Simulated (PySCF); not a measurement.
Fe, charge -1, doublet (typed; the unrestricted solution is spin-contaminated) (a state made from the parent by changing its charge; the spin is typed, not shown lowest); PBE0/6-31G* (PySCF).

Here is a job for PySCF.
```python
from pyscf import gto, scf, dft

mol = gto.Mole()
mol.atom = '''
    Fe    0.00000000    0.00000000    0.00000000
'''
mol.basis = '6-31g*'
mol.charge = -1
mol.spin = 1
mol.verbose = 4
mol.build()

mf = dft.UKS(mol)
mf.xc = 'pbe0'
mf.kernel()
```

**Question.** Write the output that PySCF gives for this input, abridged.

**Answer.** 
```
PySCF version 2.14.0

[INPUT] verbose = 4
[INPUT] num. atoms = 1
[INPUT] num. electrons = 27
[INPUT] charge = -1
[INPUT] spin (= nelec alpha-beta = 2S) = 1
[INPUT] symmetry False subgroup None
[INPUT] Mole.unit = angstrom
[INPUT] Symbol           X                Y                Z      unit          X                Y                Z       unit  Magmom
[...]
nuclear repulsion = 0
number of shells = 12
number of NR pGTOs = 97
number of NR cGTOs = 34
basis = 6-31g*
ecp = {}

******** <class 'pyscf.dft.uks.UKS'> ********
method = UKS
initial guess = minao
damping factor = 0
level_shift factor = 0
DIIS = <class 'pyscf.scf.diis.CDIIS'>
diis_start_cycle = 1
diis_space = 8
diis_damp = 0
SCF conv_tol = 1e-09
SCF conv_tol_grad = None
SCF max_cycles = 50
direct_scf = True
direct_scf_tol = 1e-13
number electrons alpha = 14  beta = 13
XC library pyscf.dft.libxc version 7.1.2
    S. Lehtola, C. Steigemann, M. J. T. Oliveira, and M. A. L. Marques,  SoftwareX 7, 1–5 (2018)
XC functionals = pbe0
    C. Adamo and V. Barone,  J. Chem. Phys. 110, 6158 (1999)
    M. Ernzerhof and G. E. Scuseria,  J. Chem. Phys. 110, 5029 (1999)
radial grids:
    Treutler-Ahlrichs [JCP 102, 346 (1995); DOI:10.1063/1.469408] (M4) radial grids

becke partition: Becke, JCP 88, 2547 (1988); DOI:10.1063/1.454033
pruning grids: <function nwchem_prune>
grids dens level: 3
symmetrized grids: False
atomic radii adjust function: <function treutler_atomic_radii_adjust>
small_rho_cutoff = 0
Set gradient conv threshold to 3.16228e-05
tot grids = 20904
init E= -1262.2995483659

cycle= 1 E= -1250.77518913283  delta_E= 11.5  |g|= 2.86  |ddm|=  7.7

cycle= 2 E= -1253.02069638479  delta_E= -2.25  |g|= 4.11  |ddm|= 8.09
cycle= 3 E= -1258.55629714225  delta_E= -5.54  |g|= 3.47  |ddm|= 1.24
cycle= 4 E= -1254.41356145014  delta_E= 4.14  |g|= 4.16  |ddm|= 0.984
cycle= 5 E= -1255.20080825674  delta_E= -0.787  |g|= 4.12  |ddm|= 0.257
cycle= 6 E= -1256.09196861227  delta_E= -0.891  |g|= 4.02  |ddm|= 0.259
cycle= 7 E= -1250.64161688279  delta_E= 5.45  |g|= 1.77  |ddm|= 8.76
cycle= 8 E= -1260.65939884471  delta_E=  -10  |g|= 2.46  |ddm|= 8.64
cycle= 9 E= -1260.72410300631  delta_E= -0.0647  |g|= 2.42  |ddm|= 0.0965
cycle= 10 E= -1260.852240704  delta_E= -0.128  |g|= 2.32  |ddm|= 0.112
cycle= 11 E= -1260.86355253346  delta_E= -0.0113  |g|= 2.31  |ddm|= 0.0146
cycle= 12 E= -1262.98232849349  delta_E= -2.12  |g|= 0.265  |ddm|= 2.93
cycle= 13 E= -1260.99452984861  delta_E= 1.99  |g|= 2.24  |ddm|= 2.89
[...]
cycle= 19 E= -1263.03912355465  delta_E= -0.0128  |g|= 0.436  |ddm|= 0.139
cycle= 20 E= -1263.04700175489  delta_E= -0.00788  |g|= 0.404  |ddm|= 0.31
cycle= 21 E= -1257.21385659366  delta_E= 5.83  |g|=  2.1  |ddm|= 3.04
cycle= 22 E= -1263.0895929182  delta_E= -5.88  |g|= 0.264  |ddm|=  2.9
cycle= 23 E= -1259.56501061509  delta_E= 3.52  |g|= 1.81  |ddm|= 2.55
cycle= 24 E= -1259.55008546213  delta_E= 0.0149  |g|= 1.82  |ddm|= 0.0459
cycle= 25 E= -1259.55664431431  delta_E= -0.00656  |g|= 1.82  |ddm|= 0.215
cycle= 26 E= -1263.10209518975  delta_E= -3.55  |g|= 0.165  |ddm|= 2.55
cycle= 27 E= -1259.51264375221  delta_E= 3.59  |g|= 1.85  |ddm|= 2.56
cycle= 28 E= -1259.51185045251  delta_E= 0.000793  |g|= 1.85  |ddm|= 0.0737
cycle= 29 E= -1259.50904946159  delta_E= 0.0028  |g|= 1.85  |ddm|= 0.113
cycle= 30 E= -1259.50905571092  delta_E= -6.25e-06  |g|= 1.85  |ddm|= 0.0271
cycle= 31 E= -1263.1003336287  delta_E= -3.59  |g|= 0.179  |ddm|= 2.58
cycle= 32 E= -1263.10330552047  delta_E= -0.00297  |g|= 0.143  |ddm|= 0.128
cycle= 33 E= -1259.47640650425  delta_E= 3.63  |g|= 1.87  |ddm|= 2.58
cycle= 34 E= -1259.47037747903  delta_E= 0.00603  |g|= 1.87  |ddm|= 0.184
cycle= 35 E= -1259.48727711246  delta_E= -0.0169  |g|= 1.86  |ddm|= 0.25
cycle= 36 E= -1259.48911484407  delta_E= -0.00184  |g|= 1.86  |ddm|= 0.158
cycle= 37 E= -1259.48954346987  delta_E= -0.000429  |g|= 1.86  |ddm|= 0.138
cycle= 38 E= -1259.48988988185  delta_E= -0.000346  |g|= 1.86  |ddm|= 0.124
cycle= 39 E= -1259.49048168156  delta_E= -0.000592  |g|= 1.86  |ddm|= 0.0623
cycle= 40 E= -1262.55148085249  delta_E= -3.06  |g|= 0.998  |ddm|= 1.82

cycle= 41 E= -1260.37229484986  delta_E= 2.18  |g|= 2.64  |ddm|= 2.57
cycle= 42 E= -1262.97143233295  delta_E= -2.6  |g|= 0.575  |ddm|= 1.47
cycle= 43 E= -1263.04105762925  delta_E= -0.0696  |g|= 0.42  |ddm|= 0.439
cycle= 44 E= -1263.08738215905  delta_E= -0.0463  |g|= 0.26  |ddm|= 0.419
cycle= 45 E= -1259.5119314716  delta_E= 3.58  |g|= 1.85  |ddm|= 2.59
cycle= 46 E= -1259.51529279278  delta_E= -0.00336  |g|= 1.85  |ddm|= 0.0266
cycle= 47 E= -1259.52045911377  delta_E= -0.00517  |g|= 1.85  |ddm|= 0.258
cycle= 48 E= -1259.51823930801  delta_E= 0.00222  |g|= 1.85  |ddm|= 0.206
cycle= 49 E= -1259.496784543  delta_E= 0.0215  |g|= 1.86  |ddm|= 0.091
cycle= 50 E= -1259.47848154493  delta_E= 0.0183  |g|= 1.87  |ddm|= 0.102
SCF not converged.
SCF energy = -1259.47848154493 after 50 cycles  <S^2> = 1.8097003  2S+1 = 2.8703312
```

The run did not converge; its last values are not results.
